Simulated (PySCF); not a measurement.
## Working out the ionisation energy of Te⁺

Te⁺ [Kr] 4d10 5s2 5p3 (4S) → Te²⁺ [Kr] 4d10 5s2 5p2 (3P). Computed with PySCF 2.14 in aug-cc-pVTZ-PP with one added diffuse shell each of d, f type with ECP28MDF (6s5p5d3f, 67 functions), with scalar relativity through the core potential. Frozen: 4s2 4p6 4d10. Energies in hartree (1 hartree = 27.21139 eV):

| part | Te⁺ (lower) | Te²⁺ (upper) |
| --- | --- | --- |
| UHF | -266.722163 | -266.047497 |
| CCSD correlation | -0.076289 | -0.061137 |
| (T) | -0.002279 | -0.001290 |

Problem. What does Hartree-Fock give?

Solution. (-266.047497) − (-266.722163) = 0.674666 hartree = 18.359 eV.

Problem. What do CCSD and CCSD(T) give?

Solution. The CCSD correlation energies differ by 0.015152 hartree = 0.412 eV and the triples by 0.000989 hartree = 0.027 eV, so CCSD gives 18.771 eV and CCSD(T) 18.798 eV.

Reference: 18.6 ± 0.4 eV (measured; NIST Atomic Spectra Database, ionization energies), between the lowest levels; spin-orbit coupling is absent from the calculation.

What remains against the reference includes basis incompleteness, the frozen core and higher excitations.
